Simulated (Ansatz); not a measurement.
Gas-phase reaction in SMILES: C=CCC(C)(C)C [4,4-dimethylpent-1-ene] + 5 C (CH4) -> C=C (C2H4) + 5 CC (C2H6)
Structures are relaxed separately at B3LYP-D3(BJ)/def2-TZVP in Ansatz (a program for electronic structure), one conformer each, not searched for the lowest.

Wanted: bond separation energy (electronic energy difference), in kJ/mol. Valence correlation only, unless marked. No spin-orbit coupling. Non-relativistic unless marked X2C. Basis-set limits of correlation are two-point, X^-3; Hartree-Fock from the larger set. [CCSD(T)-MP2]/basis is that difference in the basis named.

```csv
level,program,bond separation energy (kJ/mol)
B97M-V/def2-TZVPD,Ansatz,73.4
BHLYP-D4/def2-TZVPD,Ansatz + dftd4,57.3
LC-wPBE-D3(BJ)/def2-TZVPD,Ansatz + dftd3,___
wB97X/def2-TZVPD,Ansatz,___
CCSD/aug-cc-pVDZ,Ansatz,69.8
CCSD/cc-pVTZ,Ansatz,59.3
X2C-CCSD(T)/cc-pVTZ-DK,Ansatz,___
"RI-MP2/CBS(cc-pVTZ,cc-pVQZ)+[CCSD(T)-MP2]/cc-pVTZ",Ansatz,___
```

Task: Complete the blanks.

Result: 
- LC-wPBE-D3(BJ)/def2-TZVPD, bond separation energy (kJ/mol): 63.7
- wB97X/def2-TZVPD, bond separation energy (kJ/mol): 53.1
- X2C-CCSD(T)/cc-pVTZ-DK, bond separation energy (kJ/mol): 68.4
- RI-MP2/CBS(cc-pVTZ,cc-pVQZ)+[CCSD(T)-MP2]/cc-pVTZ, bond separation energy (kJ/mol): 70.9
